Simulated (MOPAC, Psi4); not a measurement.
Two rigid molecules brought together: H4Si ··· Li+ (SMILES [SiH4] and [Li+]) (charge +1), singlet. Monomers: optimised at B3LYP-D3(BJ) (def2-TZVP), held rigid. Orientation: lowest of the rigid-body minima from ten starts at GFN2-xTB. Only R, the distance of the centres of mass, is varied, so the lowest point isn't the relaxed dimer.

- PM3, restricted, heats of formation (MOPAC)
- CCSD(T)/aug-cc-pVDZ = DF-CCSD(T)/aug-cc-pVDZ, all electrons correlated, counterpoise-corrected (Psi4 1.11)

Interaction energies in kJ/mol:

```
R / Å     PM3
-----  ------
3.35   -96.02
3.56   -87.18
3.79   -74.82
3.93   -66.69
4.23   -49.81
4.59   -33.53
5.03   -20.41
5.74   -10.08
6.73    -5.22
8.09    -3.00
```

Task: Estimate the CCSD(T)/aug-cc-pVDZ values at these points.

Result: 3.35: -44.18; 3.56: -40.34; 3.79: -33.80; 3.93: -29.72; 4.23: -21.99; 4.59: -15.14; 5.03: -9.78; 5.74: -5.23; 6.73: -2.54; 8.09: -1.14 (kJ/mol).
